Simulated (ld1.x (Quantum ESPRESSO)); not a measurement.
## Transferability test, ultrasoft potential for Tl

| Quantity | Value |
| --- | --- |
| Element | thallium |
| Generator | ld1.x (Quantum ESPRESSO) 7.5 |
| Type | ultrasoft |
| Functional | PW91 |
| Relativity | fully relativistic |
| Frozen core | [Xe] 4f14 5d10 |
| Valence charge | 3 |
| Reference configuration | 6s1 6p2 |
| Partial waves | 6s (bound): rcut 1.90, rcutus 2.10 bohr; 6s channel at -0.05 Ry: rcut 1.90, rcutus 2.10 bohr; 6p (bound): rcut 2.10, rcutus 2.45 bohr; 6p channel at 0.6 Ry: rcut 2.10, rcutus 2.45 bohr; 6d channel at 0.3 Ry: rcut 1.85, rcutus 2.10 bohr; 6d channel at 1.4 Ry: rcut 1.85, rcutus 2.10 bohr |
| Local potential | all-electron potential smoothed inside 1.95 bohr (lloc = -2) |
| Core correction | a·sin(br)/r model core inside 1.95 bohr |
| Augmentation charge | PSQ, inside the norm-conserving radii |

Open shells are filled in proportion to 2j + 1 (rel_dist='average').

Energies are relative to the spin-unpolarised reference configuration 6s1 6p2; without spin polarisation the order of configurations can differ from experiment. The frozen-core shift is the all-electron ΔE with the core orbitals held at their reference shape minus the fully relaxed ΔE.

```
valence configuration  charge  ΔE all-electron (eV)  error AE − PS (meV)  frozen-core shift (meV)
              6s2 6p1       0                -7.319                  -44                      +45
              6s2 6p0      +1                -1.987                 -8.5                      +11
            6s2 6p0.5    +0.5                -5.395                  -23                      +25
            6s2 6p1.3    -0.3                -7.846                  -53                      +54
              6s0 6p3       0                 7.699                  -40                      +43
```

Problem. What are ΔE and the potential's error for 6s1 6p1?

Solution. ΔE = 6.189 eV all-electron; the error (AE − PS) is -28 meV.

Problem. What are ΔE and the potential's error for 6s1 6p0?

Solution. ΔE = 18.894 eV all-electron; the error (AE − PS) is -203 meV.

Note: ghost states, extra bound levels that the all-electron valence spectrum of the same l lacks: d3/2 at -18.8 eV, d5/2 at -16.5 eV. A true bound ghost makes a file unfit for plane-wave use.
